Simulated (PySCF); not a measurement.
Vertical excitations of a molecule C3H9FSi from TDDFT-PBE/def2-SVPD in PySCF, as energy in eV (oscillator strength): 6.94 (0.002), 7.13 (0.006), 7.42 (0.010), 7.56 (0.006), 7.65 (0.007), 8.07 (0.076), 8.08 (0.036), 8.30 (0.016), 8.36 (0.005), 8.56 (0.015). Lowest triplet (TDA): 6.69 eV. Geometry: PBE0-D3(BJ)/def2-SVP. The values are those of a single conformer.

Pick the molecule that these values belong to.
A) CC[Si@H](C)F
B) CC(C)(F)[SiH3]
C) C[SiH2][C@@H](C)F
D) CC(C)[SiH2]F

A, CC[Si@H](C)F
